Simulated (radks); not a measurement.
The numbers below are computed, except where a source is named.
Fractional charge and spin in the 5p shell of europium: the spin-up occupation runs from 2 to 3 and the spin-down occupation from 2 to 3; the fullest corner is Eu+, [Kr] 4d10 4f(up 3.5, down 3.5) 5s2 6s(up 0.5, down 0.5) 5p(up 3, down 3). Code: a radial shooting solver on a logarithmic mesh with Libxc functionals. Model: scalar-relativistic Kohn-Sham, LDA (Slater exchange, Perdew-Wang correlation), spin-polarised, spherical densities, finite nucleus; Fermi nuclear charge, rms radius of each element as measured or else 0.836 A^(1/3) + 0.57 fm. Energy (eV) above the fullest corner. The planes named below are the two flat planes that join the four corners, with an edge along up + down = one added electron.

| down \ up | 2 | 2.25 | 2.5 | 2.75 | 3 |
|---|---|---|---|---|---|
| 2 | 83.972 | 70.753 | 58.312 | 46.637 | 35.718 |
| 2.25 | 70.753 | 58.360 | 46.731 | 35.855 | 25.721 |
| 2.5 | 58.312 | 46.731 | 35.901 | 25.810 | 16.445 |
| 2.75 | 46.637 | 35.855 | 25.810 | 16.489 | 7.877 |
| 3 | 35.718 | 25.721 | 16.445 | 7.877 | 0.000 |

Corners above the fullest one (they belong to Eu2+ and the next ion): (up 3, down 2) 35.718 eV, (up 2, down 3) 35.718 eV, (up 2, down 2) 83.972 eV. With half an added electron in each spin the energy lies 0.182 eV from the planes, and with half an added electron in spin up alone -1.533 eV. The planes are only a guide here: the flat-plane condition holds for ground states with one frontier orbital, while this shell lies below other occupied shells, so the corners above the fullest one are inner-hole states and not the ground states of those ions.
